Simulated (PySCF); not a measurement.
# Tin: a sound run and one with changed settings

Sound run: Sn [Kr] 4d10 5s2 5p2, Sn⁺ [Kr] 4d10 5s2 5p1. Calculation: PySCF 2.14, in cc-pVDZ-PP with ECP28MDF (4s3p2d, 23 functions); a scalar-relativistic core potential. In the sound run the correlated levels freeze 4s2 4p6 4d10 outside the core potential. The sound run starts from symmetry-adapted Hartree-Fock orbitals and uses a fine grid where one is needed.

Changed run: all electrons correlated in a basis built for the valence shell.

```json
{"species": "Sn", "method": "MP2", "sound run (hartree)": "-213.36919", "changed run (hartree)": "-213.39594", "converged": "yes"}
{"species": "Sn⁺", "method": "MP2", "sound run (hartree)": "-213.10933", "changed run (hartree)": "-213.13395", "converged": "yes"}
```

Ionisation energy of Sn:

```
 method  sound run (eV)  changed run (eV)
    UHF           6.858             6.858
    MP2           7.071             7.129
SCS-MP2           7.017             7.050
```

A valence basis has no tight correlating functions, so it recovers only part of the core correlation, and not evenly between atom and ion.

For comparison, NIST gives 7.344 eV between the lowest levels.
